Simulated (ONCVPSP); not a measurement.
**Ranking ONCV potentials for F (Z = 9)**

All share these settings but for the change named:

* Element: F (Z = 9)
* Generator: ONCVPSP 4.0.1
* Type: optimised norm-conserving Vanderbilt (ONCV)
* Functional: LDA (Perdew-Wang 92)
* Relativity: scalar-relativistic
* Frozen core: [He]
* Valence charge: 7
* Reference configuration: 2s2 2p5
* Partial waves: 2s: rc 0.70 bohr, ncon 3, nbas 7, qcut 9.1 1/bohr, 2 projectors, debl 1 Ha; 2p: rc 1.60 bohr, ncon 3, nbas 7, qcut 7.9 1/bohr, 2 projectors, debl 1.7 Ha; d scattering state at 0.36 Ha: rc 1.55 bohr, ncon 5, nbas 9, qcut 6.9 1/bohr, 1 projector
* Local potential: polynomial inside 0.65 bohr (lpopt 5, dvloc0 0 Ha)
* Core correction: Teter function, fcfact 5.25, rcfact 1.65

In the s channel the program set the typed energies aside and used -1.090, 0.250 Ha.

Test errors are all-electron minus pseudo excitation energies from the reference, over 2s2 2p4; 2s2 2p3; 2s2 2p2; 2s1 2p5. None of these files shows a bound ghost.

The base gives 2280.3 meV.

Of 7 variants that were run, those that failed, showed a ghost or another fault, or gave nearly equal values are left out.

(1) Rank these variants by their largest absolute test error, smallest first.
A. all radii but the core radius scaled by about 1.31 (s 0.92, p 2.10, d 2.04 bohr); local potential polynomial inside 0.86 bohr (lpopt 5, dvloc0 0 Ha)
B. all radii but the core radius scaled by about 0.95 (s 0.66, p 1.52, d 1.48 bohr); local potential polynomial inside 0.62 bohr (lpopt 5, dvloc0 0 Ha)
C. all radii but the core radius scaled by about 0.89 (s 0.62, p 1.44, d 1.38 bohr); local potential polynomial inside 0.58 bohr (lpopt 5, dvloc0 0 Ha)
D. all radii but the core radius scaled by about 1.12 (s 0.78, p 1.80, d 1.74 bohr); local potential polynomial inside 0.72 bohr (lpopt 5, dvloc0 0 Ha)
E. all radii but the core radius scaled by about 1.23 (s 0.86, p 1.96, d 1.90 bohr); local potential polynomial inside 0.80 bohr (lpopt 5, dvloc0 0 Ha)

Results:

(1) C (1733.4 meV), B (1994.6 meV), D (2966.0 meV), E (3537.5 meV), A (4000.1 meV).
